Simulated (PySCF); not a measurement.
TaCl₃, SMILES [Cl][Ta]([Cl])[Cl] (connectivity only; charge and spin as stated), neutral, multiplicity 3. Atoms are numbered in the order given.

```xyz
4

Ta     0.0000     0.0000    -0.0657
Cl     0.0000     2.1023    -0.9867
Cl     0.0000    -2.1023    -0.9867
Cl     0.0000     0.0000     2.2554
```
Charge 0, spin multiplicity 3.

Geometry: PBE-D3(BJ)/def2-SVP. A frequency run showed that this geometry is not a minimum. The multiplicity is an assumed one; other spin states were not compared. The def2 effective core potentials stand for the cores of Ta; spin–orbit coupling is left out.

Level of theory: PySCF with PBE-D3(BJ)/def2-SVP.

Frequencies are harmonic and unscaled.

Computed vibrational spectrum:
| mode | ν (cm⁻¹) | IR (km/mol) | moving atoms (share of kinetic energy) |
|---|---|---|---|
| 1 | 56i | 14.7 | Cl 85 %, Ta 15 % |
| 2 | 67 | 1.6 | Cl 63 %, Ta 37 % |
| 3 | 89 | 0.3 | Cl 85 %, Ta 15 % |
| 4 | 370 | 135.8 | Cl 78 %, Ta 22 % |
| 5 | 374 | 3.0 | Cl 98 % |
| 6 | 389 | 51.3 | Cl 79 %, Ta 21 % |
